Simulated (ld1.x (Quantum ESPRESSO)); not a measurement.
nitrogen: one change to a PAW potential, before and after

| Item | Value |
| --- | --- |
| Element | N |
| Generator | ld1.x (Quantum ESPRESSO) 7.5 |
| Type | PAW |
| Functional | LDA (PZ) |
| Relativity | non-relativistic |
| Frozen core | [He] |
| Valence charge | 5 |
| Reference configuration | 2s2 2p3 |
| Partial waves | 2s (bound): rcut 0.70, rcutus 0.85 bohr; 2s channel at -1.05 Ry: rcut 0.70, rcutus 0.85 bohr; 2p (bound): rcut 1.10, rcutus 1.35 bohr; 2p channel at 0.65 Ry: rcut 1.10, rcutus 1.35 bohr |
| Local potential | all-electron potential smoothed inside 0.90 bohr (lloc = -1) |
| Core correction | Bessel-smoothed model core inside 0.65 bohr |
| Augmentation charge | PSQ, inside the norm-conserving radii |

Change: functional BLYP.

Cutoffs: the cutoffs (Ry, on a coarse ladder) from which the occupation-weighted sum of valence levels, in a spherical-Bessel basis at the reference potential, stays within 10 and 1 mRy of its value at 400 Ry; they do not see the model core or the augmentation charge, which bear on the density cutoff. Errors are all-electron minus pseudo energies relative to the spin-unpolarised reference configuration.

**Question.** Predict the effect on cutoff, ghosts and configuration errors.

**Answer.** The potential gets neither clearly harder nor softer (45 Ry and 70 Ry → 45 Ry and 70 Ry); the number of tests with a reliable result goes from 9 to 7; of the 7 tests that both files solve, the error grows in 3 and shrinks in 0 by more than 15 % and 0.3 meV (median size 0.2 → 1.5 meV); neither file shows a bound ghost.

```tsv
quantity	base	changed
cutoff, loose	45 Ry	45 Ry
cutoff, tight	70 Ry	70 Ry
loose cutoff by channel (10 mRy a level)	s 35 Ry, p 35 Ry	s 40 Ry, p 35 Ry
bound ghosts	none	none
error for 2s2 2p2, meV [ΔE 13.74 → 13.58 eV]	+0.2	0.0
error for 2s2 2p1, meV [ΔE 42.71 → 42.46 eV]	-1.9	-5.7
error for 2s2 2p0, meV [ΔE 89.88 → 89.62 eV]	-3.0	-13
error for 2s1 2p4, meV [ΔE 11.17 → 11.37 eV]	0.0	+0.3
error for 2s0 2p5, meV [ΔE 22.39 → 22.78 eV]	-0.2	+1.5
error for 2s1 2p0, meV [ΔE 167.30 → 167.38 eV]	-35	-40
error for 2s2 2p3.3, meV [ΔE -1.67 → -1.61 eV]	0.0	+0.1
s: phases at 1.51 bohr within 0.05 rad from the reference energy up to (Ry; the scan ends near 5)	to the end of the scan	to the end of the scan
p: phases at 1.51 bohr within 0.05 rad from the reference energy up to (Ry; the scan ends near 5)	to the end of the scan	to the end of the scan
lowest overlap eigenvalue by channel	s 0.57, p 0.93	s 0.57, p 0.93
```
